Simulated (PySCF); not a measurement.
## How methods differ on the ionisation energy of Zr²⁺

Zr²⁺ [Kr] 4d2 (3F) → Zr³⁺ [Kr] 4d1 (2D), as a difference of total energies. All numbers are calculated (PySCF 2.14, the spin-free X2C one-electron Hamiltonian (Gaussian nucleus), in x2c-QZVPPall (13s8p7d3f2g, 111 functions)). Correlated levels: valence: [Kr] frozen. The calculations carry no spin-orbit coupling.

Question: Order these methods by the ionisation energy they give, lowest first.
A. MP2 (valence)
B. CCSD (valence)
C. SCS-MP2 (valence)
D. UHF

Answer: D (22.377 eV), C (22.413 eV), A (22.483 eV), B (22.517 eV).

A first-order spin-orbit estimate (lowest level to lowest level, LS coupling) adds 0.013 eV.

Errors of the correlated levels include the incompleteness of this basis and the frozen core.

With two correlated electrons CCSD is exact in that space.

For comparison: 23.170 eV (semi-empirical (NIST evaluation); NIST Atomic Spectra Database, ionization energies).
